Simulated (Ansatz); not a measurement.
Ansatz (a quantum-chemistry and plane-wave program) input:

Ansatz 0.2 input:
```yaml
crystal:
  periodic: [false, false, false]
  atoms:
    - {symbol: Pb, position_ang: [-0.00000000, -0.00000000, -0.75131942]}
    - {symbol: Br, position_ang: [0.00000000, 0.00000000, 1.76023406]}
basis:
  gaussian:
    orbitals: def2-TZVPD
hamiltonian:
  xc: {name: wB97M-V}
total_charge: 2
magnetization: {spin_polarized: true, initial_magnetization: 1}
```

Q: What final total energy does it print?

A: -2766.01680 Eh (wB97M-V/def2-TZVPD). The basis has 113 functions.

This state (charge 2, doublet) is run at the relaxed geometry of the species with charge 1 and multiplicity 1.
